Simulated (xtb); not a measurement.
C₃H₉In, charge +1, doublet, geometry from GFN2-xTB (such geometries of metal compounds can be far from the true shape) (a state made from the parent by changing its charge; the spin is typed, not shown lowest).

The xtb input:
```
$ xtb mol.xyz --gfn 2 --chrg 1 --uhf 1 --hess --json

# file mol.xyz
13

In    -0.01459449     0.12307668    -0.08003243
C     -1.21332375    -1.90868512     0.19751126
H     -0.58880252    -2.67841394    -0.24526533
H     -2.12601746    -1.71911321    -0.35790670
H     -1.36965118    -2.03756831     1.26400781
C     -0.21507133     2.01031358    -1.29366667
H      0.68750489     2.11902042    -1.89540330
H     -0.32159150     2.84485438    -0.60032830
H     -1.09837796     1.90884052    -1.92477681
C      1.50549555    -0.75577286     1.52126054
H      2.31397170    -0.03254945     1.49570674
H      1.79109384    -1.74329790     1.17263736
H      0.96439733    -0.76766314     2.46228666
```

What does this run give for the partial charges in atom order, zero-point energy, total energy, harmonic frequencies (imaginary ones negative)?


```json
{
 "partial_charges_in_atom_order": "In1 0.29, C2 -0.14, H3 0.13, H4 0.12, H5 0.13, C6 -0.16, H7 0.13, H8 0.13, H9 0.13, C10 -0.14, H11 0.12, H12 0.13, H13 0.13",
 "zero_point_energy": "61.8 kcal/mol",
 "total_energy": "-11.6930 Eh",
 "harmonic frequencies (imaginary ones negative)": "-7, 49, 53, 91, 113, 125, 257, 302, 424, 547, 549, 561, 563, 646, 651, 993, 1072, 1156, 1333, 1335, 1339, 1347, 1363, 1366, 2954, 2974, 2978, 2980, 2987, 3027, 3029, 3032, 3032 cm⁻¹"
}
```
